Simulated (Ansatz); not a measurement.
Geometry optimisation, RKS r2SCAN-D4/STO-3G (Ansatz 0.2.0).

Input file:

```yaml
crystal:
  periodic: [false, false, false]
  atoms:
    - { symbol: Mg, position_ang: [-1.44642, 0.388755, -1.75071] }
    - { symbol: H, position_ang: [-0.567729, 1.712396, -1.255381] }
    - { symbol: Cl, position_ang: [-2.603203, -1.099336, -2.705647] }
    - { symbol: H, position_ang: [0.575463, -0.57278, 1.187308] }
    - { symbol: "N", position_ang: [-0.159974, -1.266344, 0.930187] }
    - { symbol: H, position_ang: [0.730175, 1.653048, 0.150557] }
    - { symbol: O, position_ang: [1.516933, 1.428158, 0.733598] }
    - { symbol: H, position_ang: [-0.651424, -1.40077, 1.855604] }
    - { symbol: H, position_ang: [0.404284, -2.159016, 0.871726] }
    - { symbol: H, position_ang: [2.201995, 1.315889, -0.017243] }
basis:
  gaussian: { orbitals: STO-3G }
hamiltonian:
  xc: r2scan
  dispersion: d4
relax:
  f_tol: 0.03
  max_steps: 50
output:
  orbitals: {}
```

Launched with:

```bash
$ ansatz run input.yaml --threads 1 --pin off --max-ram 2048MiB --backend cpu --events-out ev --progress --plain --runs-dir out
```

Question: Where does it end, and by what steps?

Answer: It converged. Limits of this set-up: minimal basis. After 14 steps the energy has fallen by 2.874 eV; Mg1 moved furthest, 0.98 Å. Joined: Mg1–N5 (3.40 → 1.97 Å).

```json
{"step": "0", "energy less start (eV)": "0.0000", "largest force component (eV/Å)": "1.326", "accepted": "yes"}
{"step": "1", "energy less start (eV)": "-0.4007", "largest force component (eV/Å)": "1.058", "accepted": "yes"}
{"step": "2", "energy less start (eV)": "-0.8697", "largest force component (eV/Å)": "1.672", "accepted": "yes"}
{"step": "3", "energy less start (eV)": "-1.4755", "largest force component (eV/Å)": "1.610", "accepted": "yes"}
{"step": "4", "energy less start (eV)": "-2.1382", "largest force component (eV/Å)": "1.211", "accepted": "yes"}
{"step": "5", "energy less start (eV)": "-2.5983", "largest force component (eV/Å)": "0.774", "accepted": "yes"}
{"step": "6", "energy less start (eV)": "-2.7526", "largest force component (eV/Å)": "1.043", "accepted": "yes"}
{"step": "7", "energy less start (eV)": "-2.7854", "largest force component (eV/Å)": "0.993", "accepted": "yes"}
{"step": "8", "energy less start (eV)": "-2.8083", "largest force component (eV/Å)": "1.236", "accepted": "yes"}
{"step": "9", "energy less start (eV)": "-2.7865", "largest force component (eV/Å)": "1.092", "accepted": "no"}
{"step": "10", "energy less start (eV)": "-2.8653", "largest force component (eV/Å)": "0.238", "accepted": "yes"}
{"step": "11", "energy less start (eV)": "-2.8684", "largest force component (eV/Å)": "0.149", "accepted": "yes"}
{"step": "12", "energy less start (eV)": "-2.8690", "largest force component (eV/Å)": "0.194", "accepted": "yes"}
{"step": "13", "energy less start (eV)": "-2.8740", "largest force component (eV/Å)": "0.078", "accepted": "yes"}
{"step": "14", "energy less start (eV)": "-2.8744", "largest force component (eV/Å)": "0.024", "accepted": "yes"}
```

```xyz
10
Properties=species:S:1:pos:R:3
Mg -1.024 -0.073 -0.996
H -0.214 1.364 -1.028
Cl -2.518 -1.023 -2.170
H 0.565 -0.014 0.833
N -0.147 -0.917 0.549
H 0.513 1.411 -0.103
O 1.124 1.181 0.791
H -0.741 -1.147 1.380
H 0.419 -1.786 0.402
H 2.022 1.005 0.341
```

Whether the end is a true minimum wasn't checked by a vibrational analysis.

Time of the run: 57 s on 1 thread of Intel(R) Xeon(R) Processor @ 2.70GHz, on a shared host, peak memory 0.17 GiB.
